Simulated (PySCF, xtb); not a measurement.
CHF2O3S, SMILES O=S(=O)(O)[C](F)F, multiplicity 2. One conformer was computed; it need not be the lowest.

Harmonic wavenumbers (cm⁻¹) from GFN2-xTB (xtb) at its own minimum, in rising order: 53, 136, 159, 275, 295, 337, 396, 422, 475, 500, 656, 732, 854, 1129, 1150, 1192, 1329, 3566.

Problem. What does TPSSh-D3(BJ)/def2-SVP (PySCF 2.14.0) give at its own minimum? (Estimate from the structure and the level; the computed values follow.)

Solution. 54, 160, 174, 287, 313, 375, 442, 447, 551, 580, 667, 789, 1093, 1163, 1257, 1296, 1420, 3709. Paired by order, the mean absolute difference is 62 cm⁻¹ and the zero-point energies are 19.5 and 21.1 kcal/mol.
